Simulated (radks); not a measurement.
The numbers below are computed, except where a source is named.
Numerical settings for the thallium ion Tl59+, [Ar] 3d4. Level of theory: scalar-relativistic Kohn-Sham, PBE, spin-polarised, spherical densities, point nucleus; open shells are filled with parallel spins first (spin-orbit coupling, left out, can overturn this in heavy ions) (a radial shooting solver on a logarithmic mesh with Libxc functionals). The defaults (mesh step 0.008 in ln r, mesh end at 40 bohr or more with all orbitals vanishing there, Anderson mixing 0.5 over 9 steps, residual threshold near 1e-9 with the energy settled to 1e-9 hartree or 1e-11 of itself, here a cap of 87 iterations) give E = -16814.824 hartree and 3d at -6120.1 eV in 13 iterations. Run on one thread of a shared host, so times are rough (Arm Neoverse V1): 0.15 s of CPU time, 0.15 s wall, 13 iterations on 2476 mesh points. Changes against that run (0 stands for a change within the tolerance of the run):

\begin{tabular}{lrrrrr}
setting & iterations & converged & E (mhartree) & e(3d) (meV) & CPU (s) \\ \hline
mesh step in ln r 0.12 & 2 & no & diverged & - & 0.01 \\
mesh step in ln r 0.2 & 4 & no & diverged & - & 0.02 \\
mesh step in ln r 0.003 & 13 & yes & 0 & 0 & 0.36 \\
mesh end (bohr) 3 & 13 & yes & 0 & 0 & 0.14 \\
mesh end (bohr) 20 & 13 & yes & 0 & 0 & 0.14 \\
residual threshold 0.001 & 8 & yes & 0 & +0.126 & 0.11 \\
residual threshold 0.1 & 8 & yes & 0 & +0.126 & 0.11 \\
mixing 1.5 & 13 & yes & 0 & 0 & 0.15 \\
linear mixing, mixing 0.05 & 87 & no & -73 & -1.62e+04 & 0.97 \\
linear mixing, mixing 0.2 & 87 & no & 0 & -0.00317 & 0.79 \\
mixing history 2 & 23 & yes & 0 & 0 & 0.22 \\
iteration cap 2 & 2 & no & +2.08e+04 & -1.28e+06 & 0.03 \\
\end{tabular}

No run marked as converged misses the energy by more than 1 mhartree. A mesh that ends early acts as a hard wall.
